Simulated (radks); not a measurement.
Problem. All-electron atom: Te2+ in [Kr] 4d10 5s2 5p2. Calculated with a radial shooting solver on a logarithmic mesh with Libxc functionals: Dirac Kohn-Sham, PBE, spin-unpolarised, spherical densities, finite nucleus; open shells fill j = l - 1/2 first; Fermi nuclear charge, rms radius 4.7423 fm. Some entries of the table are withheld. Estimate them.

| orbital | occ. | eigenvalue (eV) | r(max) (bohr) | <1/r> (bohr^-1) |
|---|---|---|---|---|
| 1s1/2 | 2 | -31623.78 | 0.01793 | (1) |
| 2s1/2 | 2 | -4864.230 | 0.1015 | 12.94 |
| 2p1/2 | 2 | -4558.736 | 0.07795 | 12.92 |
| 2p3/2 | 4 | -4284.247 | 0.08265 | 11.96 |
| 3s1/2 | 2 | -983.3693 | 0.2928 | 4.603 |
| 3p1/2 | 2 | -857.7392 | 0.2792 | 4.512 |
| 3p3/2 | 4 | -806.5780 | 0.2898 | 4.275 |
| 3d3/2 | 4 | (2) | 0.2361 | 4.127 |
| 3d5/2 | 6 | (3) | 0.2391 | 4.065 |
| 4s1/2 | 2 | -183.2661 | 0.7014 | 1.835 |
| 4p1/2 | 2 | -140.0842 | 0.7217 | 1.723 |
| 4p3/2 | 4 | -130.3672 | 0.7460 | 1.646 |
| 4d3/2 | 4 | (4) | (5) | 1.384 |
| 4d5/2 | 6 | (6) | (7) | 1.364 |
| 5s1/2 | 2 | -32.4612 | 1.756 | 0.6578 |
| 5p1/2 | 2 | (8) | 1.996 | 0.5612 |
| 5p3/2 | 0 | (9) | 2.070 | 0.5394 |

Solution. 
(1) 1s1/2 <1/r> (bohr^-1): 55.57
(2) 3d3/2 eigenvalue (eV): -584.9638
(3) 3d5/2 eigenvalue (eV): -574.2658
(4) 4d3/2 eigenvalue (eV): -61.4542
(5) 4d3/2 r(max) (bohr): 0.8057
(6) 4d5/2 eigenvalue (eV): -59.9811
(7) 4d5/2 r(max) (bohr): 0.8145
(8) 5p1/2 eigenvalue (eV): -22.8369
(9) 5p3/2 eigenvalue (eV): -21.7739
